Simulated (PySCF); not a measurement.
## Electron correlation in C+ (carbon, charge +1)

[He] 2s1 2p2, high-spin 4P determinant (an excited configuration). Calculation: PySCF 2.14, in dyall-acv3z (15s9p4d2f, 76 functions); scalar relativity by spin-free X2C-1e. Frozen: nothing; 5 electrons correlated; the 5 highest virtual orbitals of each spin left out.

```tsv
level	correlation energy (mhartree)
CCSD	-65.28
(T)	-0.13
CCSD(T)	-65.41
```

Diagnostics: T1 = 0.0015, D1 = 0.0032, largest double amplitude 0.023.

Cost of the coupled-cluster step: of the order of 8 core-seconds, for 5 correlated electrons.

Iterations:

```
CC2 = 0
CCSD nocc = (np.int64(4), np.int64(1)), nmo = (71, 71)
frozen orbitals [[71, 72, 73, 74, 75], [71, 72, 73, 74, 75]]
max_cycle = 100
direct = 0
conv_tol = 1e-08
conv_tol_normt = 1e-06
diis_space = 8
diis_start_cycle = 0
Init t2, MP2 energy = -0.0589523986141336
Init E_corr(UCCSD) = -0.0589523986142419
cycle = 1  E_corr(UCCSD) = -0.0640583585602355  dE = -0.00510595995  norm(t1,t2) = 0.0152129
cycle = 2  E_corr(UCCSD) = -0.0649517114296647  dE = -0.000893352869  norm(t1,t2) = 0.00487847
cycle = 3  E_corr(UCCSD) = -0.0652945835299662  dE = -0.0003428721  norm(t1,t2) = 0.00182544
cycle = 4  E_corr(UCCSD) = -0.0652762849553362  dE = 1.82985746e-05  norm(t1,t2) = 0.000255236
cycle = 5  E_corr(UCCSD) = -0.0652791250288878  dE = -2.84007355e-06  norm(t1,t2) = 2.49007e-05
cycle = 6  E_corr(UCCSD) = -0.0652785864884356  dE = 5.38540452e-07  norm(t1,t2) = 3.65159e-06
cycle = 7  E_corr(UCCSD) = -0.0652786316423678  dE = -4.51539322e-08  norm(t1,t2) = 3.20774e-07
cycle = 8  E_corr(UCCSD) = -0.0652786290737977  dE = 2.56857009e-09  norm(t1,t2) = 4.1708e-08
UCCSD converged
E(UCCSD) = -37.24298748415406  E_corr = -0.06527862907379767
UCCSD(T) correction = -0.000126312011318293
```
